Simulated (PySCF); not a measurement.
Ti(OMe)Cl3, CH3Cl3OTi (singlet state).
SMILES: `C[O][Ti]([Cl])([Cl])[Cl]`

The calculation used TDDFT CAM-B3LYP/def2-SVPD, vertical, gas phase, core orbitals frozen in the response (PySCF). Geometry: PBE0-D3(BJ)/def2-SVP; no solvent, vibrations or thermal averaging. Note that the optimisation stopped short of convergence; the values belong to its last geometry.

```
state  E (eV)  λ (nm)       f  |μ| (D)             main configurations (H = HOMO, L = LUMO)
   S1    4.61   269.2  0.0000     0.01                 H-2/H-1→L (≥66%), H-2/H-1→L+1 (≥24%)
   S2    4.65   266.5  0.0003     0.13      H-2/H-1→L+1 (≥40%), H→L (37%), H-2/H-1→L (≥17%)
   S3    4.67   265.8  0.0001     0.07    H-2/H-1→L+1 (≥36%), H-2/H-1→L (≥32%), H→L+1 (26%)
   S4    4.83   256.9  0.0084     0.68                 H-2/H-1→L+1 (≥51%), H-2/H-1→L (≥37%)
   S5    4.88   254.2   0.031     1.30      H→L (52%), H-2/H-1→L (≥18%), H-2/H-1→L+1 (≥14%)
   S6    4.89   253.6   0.032     1.31    H→L+1 (61%), H-2/H-1→L+1 (≥13%), H-2/H-1→L (≥10%)
   S7    5.41   229.3  0.0004     0.15  H-2/H-1→L+2 (≥26%), H-4→L (18%), H-2/H-1→L+3 (≥18%)
   S8    5.41   229.2  0.0008     0.20     H-2/H-1→L+2 (≥38%), H-5→L+1 (19%), H-3→L+1 (12%)
   S9    5.41   229.0  0.0010     0.22         H-5→L (17%), H-3→L (17%), H-2/H-1→L+3 (≥13%)
  S10    5.45   227.3  0.0000     0.02                H→L+4 (22%), H→L+2 (13%), H→L+3 (11%)
  S11    5.49   226.0  0.0000     0.01  H-2/H-1→L+3 (≥30%), H-2/H-1→L+2 (≥18%), H→L+2 (17%)
  S12    5.52   224.7  0.0001     0.05       H-3→L+1 (21%), H-2/H-1→L+3 (≥17%), H→L+3 (17%)
  S13    5.56   223.2  0.0029     0.37                             H→L+2 (52%), H-3→L (21%)
  S14    5.56   222.9  0.0003     0.13             H-5→L (27%), H-4→L+1 (18%), H-3→L+1 (9%)
```

Triplets, Tamm–Dancoff:

| state | E (eV) | λ (nm) | main configurations (H = HOMO, L = LUMO) |
| --- | --- | --- | --- |
| T1 | 4.38 | 282.9 | H→L (67%), H-2/H-1→L (≥11%) |
| T2 | 4.40 | 282.0 | H→L+1 (68%), H-2/H-1→L (≥9%) |
| T3 | 4.50 | 275.6 | H-2/H-1→L (≥62%), H-2/H-1→L+1 (≥28%) |

The lowest singlet comes at 269 nm (444 kJ/mol) in the ultraviolet; it is dark (f under 0.0005); its leading configuration is HOMO-2/HOMO-1→LUMO (≥66%). The largest oscillator strength of a single state is 0.032. S7/S8/S9 and S13/S14 lie within about 0.01 eV of each other in each set. For S1 the Löwdin share of titanium is at most 9% in HOMO-2 and 76% in LUMO (ligand-to-metal charge transfer by this measure). Of the 14 states listed, 2 reach f = 0.01 and 8 stay under 0.0005. The oscillator strengths of these states sum to 0.077; summed over the whole spectrum of an exact calculation they would give the number of electrons, 90 (Thomas–Reiche–Kuhn). Orbital energies (eV): HOMO-3 -11.46, HOMO-2 -10.55, HOMO-1 -10.55, HOMO -10.45, LUMO -2.09, LUMO+1 -2.06, LUMO+2 -1.29. Orbitals of the list HOMO-3 to LUMO+2 that lie within 0.01 eV of each other are written together with a slash and their weights summed (≥ marks a lower bound); for degenerate orbitals outside that list single weights are arbitrary. Only the lowest 15 singlets were computed, as vertical energies without vibronic structure. The highest level found (5.59 eV, f 0.0024 so far) is left out, since the window may have cut off a degenerate partner.
